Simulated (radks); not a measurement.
All-electron atom: the sulfur ion S+ in [Ne] 3s2 3p2 7s1 (not the ground configuration). Calculated with a radial shooting solver on a logarithmic mesh with Libxc functionals: Dirac Kohn-Sham, PBE, spin-unpolarised, spherical densities, finite nucleus; open shells are shared between the two j in proportion to 2j + 1; Fermi nuclear charge, rms radius 3.2611 fm.

Normalised radial functions P(r) = r R(r) (large component), r in bohr:

| r | 2p1/2 | 2p3/2 | 3s1/2 |
|---|---|---|---|
| 0.00588 | 0.0049 | 0.0043 | 0.0629 |
| 0.009426 | 0.0117 | 0.0108 | 0.0948 |
| 0.01511 | 0.0280 | 0.0265 | 0.1376 |
| 0.02403 | 0.0648 | 0.0624 | 0.1868 |
| 0.03853 | 0.1469 | 0.1430 | 0.2286 |
| 0.06177 | 0.3135 | 0.3078 | 0.2250 |
| 0.09904 | 0.6084 | 0.6007 | 0.1190 |
| 0.1588 | 1.0215 | 1.0133 | -0.1209 |
| 0.2545 | 1.3881 | 1.3826 | -0.3876 |
| 0.4081 | 1.3880 | 1.3881 | -0.3763 |
| 0.6542 | 0.8977 | 0.9021 | 0.1275 |
| 1.049 | 0.3107 | 0.3142 | 0.7564 |
| 1.682 | 0.0430 | 0.0439 | 0.8094 |
| 2.696 | 0.0014 | 0.0014 | 0.3292 |
| 4.322 | 0.0000 | 0.0000 | 0.0415 |
| 6.929 | 0.0000 | 0.0000 | 0.0009 |
| 11.11 | 0.0000 | 0.0000 | 0.0000 |
| 17.81 | 0.0000 | 0.0000 | 0.0000 |
| 28.55 | 0.0000 | 0.0000 | 0.0000 |
| 45.77 | 0.0000 | 0.0000 | 0.0000 |

2p1/2: eigenvalue -181.44 eV, 0 radial nodes, <r> = 0.440 bohr, 90 % of the charge inside 0.733 bohr. 2p3/2: eigenvalue -180.17 eV, 0 radial nodes, <r> = 0.442 bohr, 90 % of the charge inside 0.737 bohr. 3s1/2: eigenvalue -37.738 eV, 2 radial nodes at r = 0.129, 0.598 bohr, <r> = 1.58 bohr, 90 % of the charge inside 2.35 bohr.
